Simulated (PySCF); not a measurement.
A structure optimised at PBE0-D3(BJ)/def2-SVP, used in a PySCF frequency run:

```
Si
H 1 1.4959
Si 1 2.3351 2 113.54
H 3 1.4953 1 111.32 2 61.89
H 3 1.4954 4 108.90 1 -118.73
H 3 1.4955 4 108.67 5 -118.43
Si 1 2.3499 2 113.59 3 129.45
H 7 1.4953 1 116.12 2 -16.45
H 7 1.4958 8 109.27 1 125.62
C 7 1.9264 8 111.82 9 121.73
H 10 1.1022 7 110.69 8 -81.23
H 10 1.1079 11 106.55 7 -119.06
O 10 1.4126 11 108.10 12 -120.03
Si 13 1.6823 10 121.19 11 -174.30
H 14 1.4893 13 106.60 10 159.56
H 14 1.4981 15 109.31 13 -120.38
```
Charge 0, spin multiplicity 1.

Problem. Write its SMILES and formula.

Solution. [SiH3][Si@@H]1[SiH2]CO[SiH2]1, CH10OSi4

Problem. What are its rotational constants (standard atomic weights)?

Solution. 2.0811, 1.0539, 0.80622 GHz
